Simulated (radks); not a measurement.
All-electron atom: Ni3+ in [Ar] 3d7 (the NIST ground configuration).

Calculated with a radial shooting solver on a logarithmic mesh with Libxc functionals: Dirac Kohn-Sham, LDA (Slater exchange, Perdew-Wang correlation), spin-unpolarised, spherical densities, finite nucleus; open shells are shared between the two j in proportion to 2j + 1; Fermi nuclear charge, rms radius 3.7757 fm.

Energy parts (eV):
| part | energy |
|---|---|
| total | -41244.442 |
| kinetic | 41895.713 |
| electron-nucleus | -98178.878 |
| Hartree | 16662.170 |
| exchange-correlation | -1623.446 |

Orbitals (lengths in bohr, moments of r in powers of bohr; <r^-3> diverges for s and p1/2; r(max) is where P^2 peaks):
| orbital | occ. | eigenvalue (eV) | <r^-3> | r(max) | small-component weight |
|---|---|---|---|---|---|
| 1s1/2 | 2 | -8233.468 | - | 0.03546 | 1.02e-02 |
| 2s1/2 | 2 | -1019.974 | - | 0.2050 | 1.90e-03 |
| 2p1/2 | 2 | -896.0050 | - | 0.1630 | 1.89e-03 |
| 2p3/2 | 4 | -878.5636 | 605.9 | 0.1657 | 1.86e-03 |
| 3s1/2 | 2 | -150.0461 | - | 0.6389 | 4.26e-04 |
| 3p1/2 | 2 | -112.1363 | - | 0.6395 | 3.84e-04 |
| 3p3/2 | 4 | -109.8731 | 79.15 | 0.6472 | 3.76e-04 |
| 3d3/2 | 2.8 | -47.5508 | 7.993 | 0.6147 | 2.68e-04 |
| 3d5/2 | 4.2 | -47.2780 | 7.828 | 0.6173 | 2.66e-04 |

The highest occupied level is 3d5/2 at -47.278 eV. The electron density at the nucleus is 1.949e+04 e/bohr^3.
